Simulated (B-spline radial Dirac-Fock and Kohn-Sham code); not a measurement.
ΔSCF core binding energies without Breit or QED terms, calculated with a radial finite-basis atomic code.

A sound run for the free palladium atom, configuration [Kr] 4d10: The ground state converged in 11 iterations, with total energy -5044.40058 Ha, virial ratio 1.95726 and highest orbital energy -8.70 eV. ΔSCF binding energies: K (1s) 24428.2 eV, L3 (2p3/2) 3184.4 eV, M5 (3d5/2) 340.0 eV.

A second run, with one unsound setting: The ground state converged in 8 iterations, with total energy -4852.60535 Ha, virial ratio 1.83284 and highest orbital energy 467.81 eV. ΔSCF binding energies: K (1s) 23927.3 eV, L3 (2p3/2) 2720.1 eV. Holes are computed only in closed shells, and unreliable hole states are left out.

```
iter   energy (Ha)        error
   1    -4847.36747473  1.60e+00
   2    -4852.40896647  2.18e-01
   3    -4852.57659401  8.21e-02
   4    -4852.60110465  3.07e-02
   5    -4852.60512174  8.02e-03
   6    -4852.60534866  1.08e-04
   7    -4852.60534870  4.40e-06
   8    -4852.60534870  1.01e-07
```

Task: Which fault fits the second run best?
A. too few iterations
B. box too small
C. damping too heavy
D. tolerance below the noise

Result: B. The input had rmax = 1.0: rmax squeezes the outer orbitals.
